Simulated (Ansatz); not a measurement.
C2H6N2Si (`NC1N=C1[SiH3]`) at its PBE0-D4/def2-TZVP geometry, where that method's forces vanish. Charge 0, multiplicity 1.

```xyz
11

N    -1.8967    0.0178   -0.8603
C    -1.0466   -0.7059    0.0128
N    -0.6802   -0.1656    1.3670
C     0.2150   -0.1644    0.4713
Si    1.9721    0.3895    0.1929
H    -1.7551    1.0161   -0.7777
H    -2.8726   -0.1815   -0.6778
H    -1.1858   -1.7815   -0.0493
H     1.9709    1.3980   -0.8954
H     2.5151    0.9695    1.4445
H     2.7639   -0.7921   -0.2280
```

(1) What forces (eV/Å) does PBE-D4/def2-TZVPP give on these atoms in the Gaussian-basis code of Ansatz? (Best estimate.)

## Answers

(1) Ansatz gave: 
```
N1   0.083 -0.103 -0.285
C2  -0.182 -0.275 -0.361
N3  -0.540  0.196  1.165
C4   0.855  0.070 -0.529
Si5 -0.048  0.001  0.013
H6   0.032  0.349  0.019
H7  -0.349 -0.055  0.038
H8  -0.031 -0.236 -0.020
H9   0.013  0.108 -0.122
H10  0.076  0.068  0.132
H11  0.090 -0.124 -0.050
```
